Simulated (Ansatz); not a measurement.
Ge₅PH₁₂²⁺, a doped cluster cut from the lattice of germanium (P on a surface site). Charge 2, multiplicity 2. Geometry PBE0-D4/def2-SVP, that of the charge +1 singlet; atoms count from 1.

```csv
atom,x (Å),y (Å),z (Å)
Ge1,0.608,-1.968,-1.080
Ge2,-1.233,1.507,-1.310
Ge3,1.457,0.987,1.520
P4,1.179,-1.334,1.131
Ge5,-0.708,1.984,1.015
Ge6,-1.535,-0.895,-1.519
H7,0.651,-3.500,-0.998
H8,1.814,-1.406,-1.845
H9,-2.523,2.234,-1.714
H10,-0.052,1.943,-2.190
H11,1.950,1.014,2.973
H12,2.590,1.295,0.531
H13,0.186,-1.823,2.012
H14,2.327,-2.043,1.562
H15,-1.706,1.321,1.978
H16,-0.559,3.480,1.321
H17,-2.502,-1.448,-0.460
H18,-1.945,-1.347,-2.928
```

(1) Estimate the Mulliken populations from the PBE0/def2-SVP orbitals of Ansatz.

(2) Where does the spin sit?

(3) And the Mayer bond orders between bonded heavy atoms (over 0.3)?

Answers

(1) 
```tsv
atom	charge (e)	spin (α − β)
Ge1	0.20	0.03
Ge2	0.14	0.36
Ge3	0.20	0.03
P4	-0.11	0.00
Ge5	0.12	0.24
Ge6	0.12	0.24
H7	0.12	0.04
H8	0.08	0.00
H9	0.12	-0.02
H10	0.08	-0.02
H11	0.12	0.04
H12	0.08	0.00
H13	0.14	0.00
H14	0.18	0.00
H15	0.08	-0.01
H16	0.13	0.04
H17	0.08	-0.01
H18	0.13	0.04
```
Mulliken values and Mayer orders depend strongly on the basis.

(2) Summed by element: Ge 0.91, P 0.00, H 0.10, of 1 unpaired in all. Largest on single atoms: Ge2 0.36, Ge5 0.24, Ge6 0.24.

(3) Ge1–P4 0.81 (2.37 Å); Ge1–Ge6 0.88 (2.44 Å); Ge2–Ge5 0.72 (2.43 Å); Ge2–Ge6 0.72 (2.43 Å); Ge3–P4 0.81 (2.37 Å); Ge3–Ge5 0.88 (2.44 Å).
